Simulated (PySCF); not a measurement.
Species: C₃H₄F₅NSi.
SMILES with atom numbers: `[F:1][C:2]([F:3])([F:4])[C:5]([F:6])([F:7])/[CH:8]=[N:9]\[SiH3:10]` (hydrogens: H11 on C8; H12, H13, H14 on Si10)

Level: CAM-B3LYP/def2-SVPD in PySCF, non-relativistic, on one gas-phase PBE0-D3(BJ)/def2-SVP geometry that isn't relaxed in the solvent. The solvent is an IEF-PCM continuum (cavity from Bondi-type radii × 1.2), and excitations are vertical TDDFT with non-equilibrium linear response and a frozen core. The model holds no explicit solvent molecules, cavitation or dispersion.

Gas-phase singlets (H = HOMO, L = LUMO):

```json
{"state": "S1", "E (eV)": "3.807", "λ (nm)": "326", "f": "0.001", "leading configuration": "H→L 96%"}
{"state": "S2", "E (eV)": "7.054", "λ (nm)": "176", "f": "0.008", "leading configuration": "H→L+1 59%"}
{"state": "S3", "E (eV)": "7.331", "λ (nm)": "169", "f": "0.297", "leading configuration": "H-1→L 91%"}
{"state": "S4", "E (eV)": "7.464", "λ (nm)": "166", "f": "0.007", "leading configuration": "H-2→L 93%"}
{"state": "S5", "E (eV)": "7.671", "λ (nm)": "162", "f": "0.167", "leading configuration": "H→L+2 59%"}
```

Question: How does the list change in benzene (ε = 2.271)?

Answer: 
```csv
state,E (eV),λ (nm),f,leading configuration,change by rank (eV)
S1,3.833,323,0.001,H→L 96%,+0.026
S2,7.044,176,0.011,H→L+1 58%,-0.010
S3,7.247,171,0.462,H-1→L 95%,-0.084
S4,7.467,166,0.009,H-2→L 93%,+0.003
S5,7.655,162,0.152,H→L+2 59%,-0.016
```

Question: Give the list for dichloromethane (ε = 8.93), n² = 2.03.

Answer: 
```
state  E (eV)  λ (nm)      f  leading configuration  change by rank (eV)
   S1   3.873     320  0.001                H→L 96%               +0.066
   S2   7.054     176  0.011              H→L+1 58%                0.000
   S3   7.276     170  0.449              H-1→L 94%               -0.055
   S4   7.492     165  0.009              H-2→L 93%               +0.028
   S5   7.693     161  0.143              H→L+2 60%               +0.022
```

Question: The ground-state energy changes by -0.090 eV from gas to dichloromethane. By how much does the total energy of gas-phase S1 change?

Answer: E(S1) = E(S0) + excitation energy, so it changes by -0.090 + 0.066 = -0.024 eV: it is lowered less than the ground state, which is what a blue shift means. This is the vertical state, with the slow part of the continuum still set for S0.

Question: How do the frontier levels move from gas to dichloromethane?

Answer: 
| orbital | gas (eV) | solvent (eV) | change (eV) | Löwdin shares, gas | Löwdin shares, solvent |
| --- | --- | --- | --- | --- | --- |
| LUMO+2 | 1.34 | 1.53 | +0.19 | Si10 46 %, H13 16 %, H14 12 %, H12 12 % | Si10 45 %, H13 16 %, H14 12 %, H12 11 % |
| LUMO+1 | 1.07 | 1.18 | +0.11 | Si10 31 %, C8 12 %, C2 6 %, F1 6 % | Si10 31 %, C8 11 %, C2 7 %, F1 7 % |
| LUMO | -0.80 | -0.61 | +0.19 | C8 34 %, N9 33 %, C5 7 %, Si10 6 % | C8 34 %, N9 33 %, C5 7 %, Si10 6 % |
| HOMO | -9.19 | -9.07 | +0.12 | N9 53 %, C8 12 %, Si10 11 %, H13 7 % | N9 53 %, C8 13 %, Si10 11 %, H13 7 % |
| HOMO-1 | -10.98 | -10.81 | +0.17 | Si10 28 %, H12 20 %, N9 18 %, H14 14 % | Si10 28 %, H12 20 %, N9 18 %, H14 14 % |
| HOMO-2 | -11.48 | -11.33 | +0.15 | Si10 38 %, H13 22 %, H14 16 %, H12 7 % | Si10 38 %, H13 22 %, H14 16 %, H12 7 % |
| HOMO-3 | -12.63 | -12.49 | +0.14 | N9 28 %, C8 16 %, Si10 16 %, H12 9 % | N9 30 %, C8 18 %, Si10 17 %, H12 9 % |

The HOMO–LUMO gap goes from 8.39 to 8.46 eV.

The run took about 2.1 min of CPU time (one thread, shared machine). This is the whole response run at CAM-B3LYP/def2-SVPD in dichloromethane, SCF included.

The values belong to the conformer `[F:1][C:2]([F:3])([F:4])[C:5]([F:6])([F:7])/[CH:8]=[N:9]\[SiH3:10]`: F1–C2–C5–F6 177°, C2–C5–C8–N9 88°.
